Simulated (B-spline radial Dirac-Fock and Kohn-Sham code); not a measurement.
# Energy-loss ionisation edge M5 of Lu

System: the free lutetium atom in the configuration [Xe] 4f14 5d1 6s2. Method: the first Born approximation with generalised oscillator strengths from a Dirac-Hartree-Slater potential (longitudinal and transverse terms; continuum final states only, so no white lines or fine structure). Computed with an atomic code on a B-spline grid. The edge is taken at 1589.0 eV (tabulated value).

The run's input, task.json:

```json
{"items": [{
  "Z": 71,
  "q": 0,
  "cfg": [[1, 0, 2], [2, 0, 2], [2, 1, 6], [3, 0, 2], [3, 1, 6], [3, 2, 10], [4, 0, 2], [4, 1, 6], [4, 2, 10], [4, 3, 14], [5, 0, 2], [5, 1, 6], [5, 2, 1], [6, 0, 2]],
  "A": 175,
  "rrms": 5.37,
  "do": "eels",
  "beams": [[60, 10], [60, 100], [80, 10], [80, 100], [100, 5], [100, 20], [100, 100], [120, 5], [120, 10], [120, 20], [200, 10], [200, 50], [200, 100], [300, 50]],
  "edges": {"M5": 1589.0}
}]}
```

Run with: `python xray2_run.py task.json out`

Partial cross sections σ(β, Δ) in barn, integrated over a window Δ above the edge and up to the collection semi-angle β, for parallel illumination:

| E₀ (kV) | β (mrad) | Δ = 25 eV | Δ = 50 eV | Δ = 100 eV | Δ = 200 eV | Δ = 300 eV |
| --- | --- | --- | --- | --- | --- | --- |
| 60 | 10 | 20.1 | 64.8 | 157 | 308 | 420 |
| 60 | 100 | 170 | 539 | 1320 | 2700 | 3820 |
| 80 | 10 | 24.7 | 79.8 | 194 | 382 | 523 |
| 80 | 100 | 150 | 474 | 1160 | 2380 | 3380 |
| 100 | 5 | 9.50 | 30.7 | 74.3 | 145 | 198 |
| 100 | 20 | ? | ? | ? | ? | ? |
| 100 | 100 | 136 | 427 | 1050 | 2150 | 3050 |
| 120 | 5 | 11.2 | 36.2 | 87.9 | 172 | 235 |
| 120 | 10 | 31.2 | 101 | 247 | 488 | 672 |
| 120 | 20 | 62.3 | 202 | 496 | 995 | 1390 |
| 200 | 10 | 38.3 | 124 | 305 | 610 | 847 |
| 200 | 50 | 91.3 | 291 | 719 | 1470 | 2080 |
| 200 | 100 | 101 | 316 | 776 | 1590 | 2260 |
| 300 | 50 | 83.0 | 264 | 650 | 1330 | 1890 |

Q: Give the row for 100 kV and 20 mrad.

A: 61.2 b for 25 eV, 198 b for 50 eV, 487 b for 100 eV, 973 b for 200 eV, 1350 b for 300 eV.
